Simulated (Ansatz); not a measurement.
Coupled-cluster diagnostics for Si8H6, Ansatz.

Geometry of the singlet (PBE-D4/def2-SVP):

Cartesian coordinates in Å:
```
Si -2.9007 -2.5599 0.3733
Si 1.2966 1.6825 0.9852
Si -1.5128 -1.0681 1.4512
Si 0.2176 -0.3233 -1.7037
Si -0.1779 1.9877 -1.2024
Si 2.1487 0.4712 -0.7034
Si -0.8733 -2.1110 -0.6541
Si -0.9329 1.1513 0.9329
H 0.4991 -0.7072 -3.1365
H -1.1681 -1.3439 2.8964
H 3.2498 1.1350 -1.5035
H -1.7402 2.1026 1.7813
H 1.9747 2.9419 1.4591
H -0.0806 -3.3588 -0.9759
```

Correlated methods freeze 40 core orbitals. The structure comes from a short search, and lower isomers may exist.

Task: Estimate the CCSD(T) correlation energy, the shares of MP2 and (T), T1 and the reference's ⟨S²⟩ for: charge 0, singlet, own geometry in def2-SVP; charge 1, doublet, vertical in def2-SVP; and the rough time on 4 threads of Arm Neoverse V1 on a shared host.

Result: 
```csv
state,basis,correlation (eV),MP2 share (%),(T) share (%),T1,⟨S²⟩ (pure),wall time,remarks
"charge 0, singlet, own geometry",def2-SVP,-24.196,85.0,5.7,0.023,0.00 (0.00),43 s,"large T1, restricted SCF unstable"
"charge 1, doublet, vertical",def2-SVP,-23.492,83.8,5.8,0.034,0.90 (0.75),2.7 min,spin-contaminated
```
Customary marks for T1 are 0.02 (closed shells), 0.045 (open shells) and about 0.05 (3d metals). T1 exceeds 0.02 in 2 of 2 rows and 0.045 in 0; the higher it lies, the less the single-reference result can be trusted.
